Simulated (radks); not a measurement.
The numbers below are computed, except where a source is named.
Coulomb parameter of the 4f shell of the dysprosium ion Dy+ in the model configuration [Xe] 4f9.5 6s1.5, as a second difference U = [E(n + 0.25) + E(n - 0.25) - 2 E(n)] / (0.25)^2 with all orbitals relaxed. "Bare": the charge of the atom changes with n. "Screened": the 6s shell takes up the change at fixed total charge, which measures U(4f,4f) + U(6s,6s) - 2 U(4f,6s). Code: a radial shooting solver on a logarithmic mesh with Libxc functionals. Model: scalar-relativistic Kohn-Sham, LDA (Slater exchange, Perdew-Wang correlation), spin-unpolarised, spherical densities, point nucleus.

case                 configuration  E - E(n) (eV)
start             [Xe] 4f9.5 6s1.5          0.000
bare +0.25       [Xe] 4f9.75 6s1.5         -2.977
bare -0.25       [Xe] 4f9.25 6s1.5          3.961
screened +0.25  [Xe] 4f9.75 6s1.25         -0.776
screened -0.25  [Xe] 4f9.25 6s1.75          1.205

U(bare) = 15.750 eV, U(screened by 6s) = 6.862 eV, against the Slater integral F0(4f,4f) = 30.520 eV with frozen orbitals.
